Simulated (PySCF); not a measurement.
**Do core-level shifts follow atomic charges?**

Species: C3H5BrS.
Bonds: C1–C2 (double), C2–Br3, C2–S4, S4–C5. Hydrogens: H6, H7 on C1; H8, H9, H10 on C5.

Binding energies: delta-SCF UKS SCAN, pcX-2 on the ionised atom, pcseg-1 elsewhere, spin-free X2C in PySCF 2.14.0. Charges: PBE0/pcSseg-1 ground-state density, for the ionised atom.

| atom | environment | C 1s (eV) | Mulliken (e) | IAO (e) | Hirshfeld (e) | ESP (e) |
| --- | --- | --- | --- | --- | --- | --- |
| C1 | terminal =CH2 carbon | 290.06 | -0.066 | -0.364 | -0.136 | -0.214 |
| C5 | S-methyl carbon | 291.66 | -0.428 | -0.511 | -0.113 | -0.271 |
| C2 | fully substituted alkene carbon | 292.15 | -0.372 | -0.176 | -0.024 | -0.152 |

Problem. How well does each charge scheme correlate with the binding energies over these sites?

Solution. Hirshfeld: r = 0.81, slope 15.0 eV per e; IAO: r = 0.30, slope 1.9 eV per e; ESP: r = 0.25, slope 4.6 eV per e; Mulliken: r = -0.93, slope -5.2 eV per e. Hirshfeld charges have the highest r, on only 3 points.

Problem. The point-charge model writes a binding energy as kq + V + constant, with V the potential of the other atoms' charges at the site. What does it give with the Mulliken charges?

Solution. V = Σ 14.40 eV Å × q/r over all other atoms: +0.18 eV at C1, +6.49 eV at C5, +2.00 eV at C2. Fitting binding energy − V to q gives k = 8.3 eV per e and leaves an rms residual of 1.87 eV, against 0.33 eV for the fit on q alone. The model has no term for differences in relaxation between sites.

The unrestricted hole states depart most from a pure doublet (⟨S²⟩ = 0.75; over 0.85 named) for C 1s of C2 (0.88), which makes this value less certain. The structure is a single PBE0-D3(BJ)/def2-SVP conformer in the gas phase; no vibrational or solvent corrections.

Shape of the structure used: `[CH2:1]=[C:2]([Br:3])[S:4][CH3:5]`: C1–C2–S4–C5 0°.
